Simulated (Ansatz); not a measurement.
One change: `OB(S)Cl` becomes `OB(Cl)C[SiH3]`.

Ansatz, PBE0-D4/def2-TZVP geometries, multiplicity 1. Each molecule was computed in one conformer, which needn't be the lowest.

```tsv
property	`OB(S)Cl`
LUMO energy (PBE/def2-TZVPP) / eV	-1.03
HOMO energy (ωB97M-V/def2-TZVPP) / eV	-10.10
HOMO–LUMO gap (B3LYP/def2-TZVPP) / eV	7.42
size of the dipole moment (PBE/def2-TZVPP) / D	1.61
LUMO energy (PBE0/def2-TZVPP) / eV	-0.06
HOMO–LUMO gap (ωB97M-V/def2-TZVPP) / eV	12.14
```

(1) Give the same properties after the change, and the shifts. (An estimate is asked.)

## Answers

(1) Computed: 
| property | `OB(Cl)C[SiH3]` | shift |
| --- | --- | --- |
| LUMO energy (PBE/def2-TZVPP) / eV | -1.11 | -0.08 |
| HOMO energy (ωB97M-V/def2-TZVPP) / eV | -11.14 | -1.04 |
| HOMO–LUMO gap (B3LYP/def2-TZVPP) / eV | 8.30 | 0.88 |
| size of the dipole moment (PBE/def2-TZVPP) / D | 0.86 | -0.75 |
| LUMO energy (PBE0/def2-TZVPP) / eV | -0.14 | -0.08 |
| HOMO–LUMO gap (ωB97M-V/def2-TZVPP) / eV | 12.99 | 0.85 |

With PBE0 the HOMO falls by 0.96 eV and the LUMO falls by 0.08 eV, so the gap widens by about 0.88 eV. PBE moves the HOMO by -0.82 eV and ωB97M-V by -1.04 eV. The zero-point energy changes by 112.1 kJ/mol with +15 modes. Dipoles are sizes alone; their direction can turn.

B3LYP here is the variant with VWN-RPA as its local correlation; programs differ in this.
